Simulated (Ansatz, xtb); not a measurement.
# Two isomers of C4H3ClFN

Structure a: `Fc1c[nH]cc1Cl`, a singlet. Structure b: `Fc1c[nH]c(Cl)c1`, a singlet. Both are isolated molecules in the gas phase, relaxed with r2SCAN-D4/def2-SVP.

Energies in hartree; the thermal terms are from GFN2-xTB frequencies at re-optimised GFN2-xTB minima (ideal gas, soft modes damped towards free rotors, one conformer each, 298.15 K, 1 atm) and include the zero-point energy:

|  | a | b |
| --- | --- | --- |
| E, CCSD(T)/def2-SVP | −767.254120 | −767.256012 |
| E, MP2/def2-SVP | −767.184291 | −767.186635 |
| E, MP2/def2-TZVPP | −767.966544 | −767.968792 |
| zero-point energy | 0.063317 | 0.063226 |
| H(298 K) − E | 0.070223 | 0.070135 |
| G(298 K) − E | 0.032965 | 0.032911 |

Question: Correct the CCSD(T) difference for the basis set by the MP2 change, then work out ΔE, ΔE₀, ΔH and ΔG for a → b in kJ/mol (1 Eh = 2625.50 kJ/mol) and the equilibrium ratio [b]/[a].

Answer: 1. Differences b − a: CCSD(T) −0.001892, MP2 in the small set −0.002344, MP2 in the large set −0.002248 Eh.
2. ΔE = −0.001892 + (−0.002248 − (−0.002344)) = −0.001796 Eh = −4.72 kJ/mol.
3. ΔE₀ = ΔE + ΔZPE = −0.001796 + (−0.000091) Eh = −4.95 kJ/mol.
4. ΔH = ΔE + (−0.000088) Eh = −4.95 kJ/mol.
5. ΔG = ΔE + (−0.000054) Eh = −4.86 kJ/mol, so ΔS = (ΔH − ΔG)/T = −0.3 J/(mol K).
6. kT = 0.9442 mEh, so K = [b]/[a] = exp(−ΔG/kT) = exp(+1.96) ≈ 7.1.

Structure b is favoured at this temperature. An error of 4 kJ/mol in ΔG would change K by a factor of 5. Mirror images and further conformers aren't counted.

As drawn, both hold the same kinds of bond in the same numbers.

Other levels gave ΔE = −8.9 (GFN2-xTB); +0.8 (HF/STO-3G, GFN2-xTB geometries); −7.0 (r2SCAN-D4/def2-SVP//GFN2-xTB); −6.8 (r2SCAN-D4/def2-SVP); −5.3 (HF/def2-SVP); −6.2 (MP2/def2-SVP); −5.0 (CCSD(T)/def2-SVP) kJ/mol. The correlated steps freeze 11 core orbitals. Programs: Ansatz 0.2.0, xtb 6.7.1.
